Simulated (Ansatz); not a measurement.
Reaction (formal exchange of groups at the Si–Si bond): `[SiH3][Si@H]1O[C@@H]1Br` + `F[SiH]1CS1` → `F[Si]1([SiH3])CS1` + `BrC1O[SiH2]1`

Program: Ansatz. Geometries: PBE0-D4/def2-TZVP. ΔE: electronic, gas phase. CCSD(T)/CBS adds triple-zeta CCSD(T) − MP2 to the extrapolated MP2 energy (def2 sets, frozen cores). DFT in def2-TZVPP. B3LYP here is the variant with VWN-RPA as its local correlation; programs differ in this. HSE06 is defined as in plane-wave codes. For Br outer-core shells are correlated without core-valence functions, which leaves a few kJ/mol of doubt a bond. Scalar relativity is left out up to krypton.

`[SiH3][Si@H]1O[C@@H]1Br`:

Cartesian coordinates in Å:
```
Si 0.888 0.692 -1.546
Si 0.393 -0.081 0.597
O -0.943 0.643 1.341
C -1.246 -0.712 1.059
Br -1.481 -1.829 2.621
H 1.548 2.021 -1.467
H 1.806 -0.273 -2.207
H -0.379 0.797 -2.312
H 1.517 -0.400 1.507
H -2.102 -0.858 0.408
```

`F[SiH]1CS1`:

```xyz
7

F    -0.226   -0.992   -1.894
Si    0.095   -0.792   -0.350
C    -0.237    0.825    0.421
S     1.612    0.470    0.243
H    -0.137   -2.080    0.322
H    -0.556    1.658   -0.198
H    -0.551    0.911    1.457
```

`F[Si]1([SiH3])CS1`:

Cartesian coordinates in Å:
```
F -1.591 1.575 0.253
Si -0.513 0.401 0.364
Si 1.293 0.781 -1.046
C -1.143 -1.266 0.792
S -0.194 -0.489 2.211
H 0.826 1.096 -2.421
H 2.105 -0.461 -1.057
H 2.097 1.915 -0.523
H -2.201 -1.382 1.014
H -0.679 -2.170 0.411
```

`BrC1O[SiH2]1`:

Cartesian coordinates in Å:
```
Br 2.338 0.495 -0.410
C 0.424 0.365 -0.659
O -0.075 -0.971 -0.728
Si -0.653 -0.232 0.662
H 0.148 0.988 -1.503
H -0.076 -0.676 1.944
H -2.106 0.032 0.694
```

| level | ΔE (kJ/mol) | difference from CCSD(T)/CBS |
| --- | --- | --- |
| LDA (SPW92) | -1.2 | 0.6 |
| PBE-D4 | -2.3 | -0.5 |
| revPBE-D4 | -3.0 | -1.2 |
| BLYP-D4 | -3.6 | -1.8 |
| r2SCAN-D4 | -1.6 | 0.2 |
| B97M-V | -1.3 | 0.5 |
| B3LYP-D4 | -3.4 | -1.6 |
| r2SCANh-D4 | -1.7 | 0.1 |
| r2SCAN0-D4 | -1.9 | -0.1 |
| BHLYP-D4 | -3.8 | -2.0 |
| CAM-B3LYP-D4 | -3.2 | -1.4 |
| ωB97X-V | -2.9 | -1.1 |
| ωB97M-V | -3.1 | -1.3 |
| B2PLYP | -2.0 | -0.2 |
| PBE-QIDH | -2.1 | -0.3 |
| PBE | -1.0 | 0.8 |
| BLYP | -1.1 | 0.7 |
| r2SCAN | -1.3 | 0.5 |
| PBE0 | -1.2 | 0.6 |
| B3LYP | -1.3 | 0.5 |
| r2SCANh | -1.4 | 0.4 |
| r2SCAN0 | -1.5 | 0.3 |
| HSE06 | -1.2 | 0.6 |
| BHLYP | -1.7 | 0.1 |
| CAM-B3LYP | -1.9 | -0.1 |
| LC-ωPBE | -2.2 | -0.4 |
| HF/def2-SVP | -0.3 | 1.5 |
| MP2/def2-SVP | -0.4 | 1.4 |
| CCSD/def2-SVP | 0.5 | 2.3 |
| CCSD(T)/def2-SVP | 0.6 | 2.4 |
| MP2/def2-TZVPP | -3.2 | -1.4 |
| SCS-MP2/def2-TZVPP | -2.9 | -1.1 |
| CCSD/def2-TZVPP | -1.7 | 0.1 |
| CCSD(T)/def2-TZVPP | -1.8 | 0.0 |
| HF/def2-QZVPP | -1.6 | 0.2 |
| MP2/def2-QZVPP | -3.2 | -1.4 |
| SCS-MP2/def2-QZVPP | -2.8 | -1.0 |
| HF/CBS(def2) | -1.6 | 0.2 |
| MP2/CBS(def2) | -3.3 | -1.5 |
| CCSD/CBS(def2) | -1.8 | 0.0 |
| CCSD(T)/CBS | -1.8 | 0 |

Largest T1 diagnostic among the species: 0.013.

Leaving LDA and LC-ωPBE aside and taking each functional with its dispersion term where it has one, the values spread over 2.5 kJ/mol, from BHLYP-D4 to B97M-V.
